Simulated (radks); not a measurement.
Values are calculated unless marked as measured or tabulated.
Question: Valence configurations of Ir+ (all share [Xe]). Level of theory: scalar-relativistic Kohn-Sham, SCAN, spin-polarised, spherical densities, finite nucleus; open shells are filled with parallel spins first (spin-orbit coupling, left out, can overturn this in heavy ions); meta-GGA in the generalised Kohn-Sham scheme; Fermi nuclear charge, rms radius 5.4032 fm (a radial shooting solver on a logarithmic mesh with Libxc functionals). Order these by energy: 4f12 5d8 6s2; 4f14 5d7 6s0.5 6p0.5; 4f14 5d7 6p1; 4f14 5d7 6s1; 4f13.5 5d7 6s1.5; 4f13 5d7 6s2; 4f14 5d6 6s2; 4f12 5d9 6s1; 4f13.5 5d6 6s2 6p0.5.

Answer: From the lowest, in eV above it: 4f14 5d7 6s1 0.000; 4f14 5d6 6s2 1.669; 4f14 5d7 6s0.5 6p0.5 3.527; 4f14 5d7 6p1 7.083; 4f13.5 5d7 6s1.5 30.811; 4f13.5 5d6 6s2 6p0.5 36.377; 4f13 5d7 6s2 64.240; 4f12 5d9 6s1 131.12; 4f12 5d8 6s2 135.42. NIST lists [Xe] 4f14 5d7 6s1 as the ground configuration; this level of theory agrees among the configurations tried. The energies are those of spherical high-spin densities, not of single terms. No valid solution was reached for [Xe] 4f12 5d6 6s2 6p2.
